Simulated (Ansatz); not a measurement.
Z-matrix (Å, degrees):
```
C
Sn 1 2.165
H 1 1.089 2 110.4
H 1 1.090 2 109.8 3 120.8
H 1 1.092 2 107.6 3 -119.8
O 2 1.983 1 106.4 3 68.7
H 2 1.730 1 111.5 3 177.8
H 6 0.960 2 113.4 1 -53.5
```

Total charge 0; spin multiplicity 2. Sn takes the def2 core potential.

Q: List the B3LYP/def2-TZVPP orbital energies in eV (the Gaussian-basis code of Ansatz). (Estimate.)

A: Computed: α occupied: -520.00, -276.92, -138.61, -93.52, -93.43, -93.38, -28.22, -27.73, -27.71, -27.63, -27.61, -25.72, -19.06, -13.86, -11.56, -11.40, -11.35, -9.23, -8.75, -8.12, -5.62. α empty: -0.46, 0.18, 1.06, 1.67, 2.05, 2.56, 2.74, 3.22. β occupied: -519.91, -276.85, -138.56, -93.41, -93.40, -93.36, -28.13, -27.65, -27.59, -27.55, -27.55, -25.53, -18.89, -13.61, -11.38, -11.30, -11.20, -8.90, -8.32, -7.81. β empty: -3.30, -0.27, 0.34, 1.30, 1.85, 2.18, 2.66, 2.83. ⟨S²⟩ = 0.752.

B3LYP here is the variant with VWN-RPA as its local correlation; programs differ in this.
